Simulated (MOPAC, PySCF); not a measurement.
C₁₀H₁₂Si, SMILES `C=C/C=C\c1ccc([SiH3])cc1` (C–C–C–C torsion 175°, C–C–C–C torsion 148°), neutral singlet in the gas phase. 

Cartesian coordinates (Å):
```xyz
23

C      4.2165     0.7324    -1.1234
C      3.0125     0.3094    -0.6992
C      2.8280    -0.5865     0.4318
C      1.6627    -0.9946     0.9887
C      0.2922    -0.5708     0.6705
C     -0.7593    -1.5005     0.8043
C     -2.0737    -1.1504     0.5081
C     -2.4040     0.1509     0.0844
Si    -4.1836     0.6315    -0.2853
C     -1.3589     1.0859    -0.0196
C     -0.0397     0.7385     0.2712
H      5.1374     0.4410    -0.6078
H      4.3195     1.3829    -1.9953
H      2.1192     0.6234    -1.2467
H      3.7500    -1.0106     0.8463
H      1.7319    -1.7639     1.7656
H     -0.5303    -2.5179     1.1329
H     -2.8565    -1.9082     0.6105
H     -4.2032     1.9417    -0.9978
H     -4.9858     0.7583     0.9689
H     -4.8369    -0.4066    -1.1361
H     -1.5766     2.1132    -0.3254
H      0.7386     1.5009     0.2206
```
Charge 0, spin multiplicity 1.

All levels are single points at this geometry (B3LYP-D3(BJ)/def2-SVP); Pople sets use spherical d functions. Orbital energies aren't observables, and empty levels follow the basis.

BP86/6-31G* in PySCF gives dipole (D) = 0.96.

**Question.** Estimate the dipole (D) from each of these levels: B3LYP-D3(BJ)/def2-TZVP in PySCF; M06-2X/6-31G* in PySCF; PBE/6-31G* in PySCF; SVWN5/6-31G* in PySCF; PM7 in MOPAC.

**Answer.** 
| level | dipole (D) |
|---|---|
| B3LYP-D3(BJ)/def2-TZVP in PySCF | 0.89 |
| M06-2X/6-31G* in PySCF | 0.82 |
| PBE/6-31G* in PySCF | 0.96 |
| SVWN5/6-31G* in PySCF | 0.91 |
| PM7 in MOPAC | 0.44 |
